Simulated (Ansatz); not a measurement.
A nudged elastic band was laid between two geometries of C3H8N2Si (14 atoms, charge 0, multiplicity 1).

The calculation used RKS B3LYP-D4/STO-3G in Ansatz.

```json
{
 "movable images": "7",
 "climbing image": "yes",
 "spring": "5.0 eV/Å²",
 "optimiser": "quadratic models (default)",
 "start path": "IDPP",
 "force threshold": "0.03 eV/Å",
 "iteration limit": "59",
 "end points": "relaxed"
}
```

Initial state:

```xyz
14
Properties=species:S:1:pos:R:3
N 0.443 0.324 -2.232
C 0.481 0.048 -0.817
C 1.091 -0.966 -0.149
C 0.620 -0.833 1.320
Si -0.380 0.660 0.731
N -2.120 0.534 0.934
H 0.479 1.362 -2.408
H 1.284 -0.090 -2.712
H 1.779 -1.731 -0.533
H 1.432 -0.649 2.042
H 0.035 -1.695 1.681
H -0.004 1.984 1.185
H -2.518 -0.320 0.476
H -2.637 1.342 0.510
```

Final state:

```xyz
14
Properties=species:S:1:pos:R:3
N 0.588 0.545 -2.215
C 0.525 0.119 -0.842
C 1.070 -0.975 -0.246
C 0.508 -0.983 1.195
Si -0.392 0.620 0.700
N -2.139 0.723 0.570
H 0.597 1.595 -2.286
H 1.465 0.196 -2.679
H 1.762 -1.716 -0.668
H 1.275 -0.911 1.983
H -0.127 -1.856 1.419
H 0.039 1.828 1.375
H -2.603 0.952 1.481
H -2.581 -0.167 0.242
```

Question: What changes between the two ends?

Answer: No bond is made or broken. The dihedral C2–Si5–N6–H13 goes from 33 to 177°.

Question: What energy profile does the band end with?

Answer: The run converged. The highest image is number 4 of 0 to 8, 0.135 eV above the first end and 0.116 eV above the last; the last end lies 0.019 eV above the first. A vibrational analysis at the climbing image gives one clearly imaginary mode, 241i cm⁻¹: a first-order saddle point. Limits of this set-up: minimal basis.

```csv
image,path coordinate (Å),energy (eV),dihedral C2–Si5–N6–H13 (°)
0,0.00,0.000,33
1,0.39,0.018,48
2,0.79,0.064,65
3,1.18,0.114,83
4,1.58,0.135,102
5,1.97,0.115,121
6,2.36,0.070,141
7,2.75,0.033,160
8,3.14,0.019,177
```

Question: What is the geometry of the highest image?

Answer: 
```xyz
14
Properties=species:S:1:pos:R:3
N 0.493 0.697 -2.143
C 0.491 0.204 -0.790
C 1.026 -0.935 -0.275
C 0.534 -0.994 1.192
Si -0.362 0.632 0.810
N -2.150 0.662 0.842
H 0.582 1.746 -2.160
H 1.315 0.313 -2.678
H 1.674 -1.676 -0.765
H 1.342 -0.963 1.941
H -0.101 -1.868 1.413
H 0.136 1.812 1.492
H -2.489 -0.226 1.297
H -2.505 0.566 -0.146
```

Question: What are the harmonic wavenumbers there?

Answer: 241i, 158, 175, 275, 316, 358, 486, 568, 631, 689, 752, 771, 848, 858, 908, 934, 990, 1033, 1122, 1191, 1201, 1281, 1358, 1442, 1667, 1784, 1823, 1851, 2632, 3315, 3422, 3422, 3522, 3545, 3698, 3737 cm⁻¹.

Time of the run: 2.7 min on 1 thread of Arm Neoverse V1, on a shared host, peak memory 0.12 GiB.
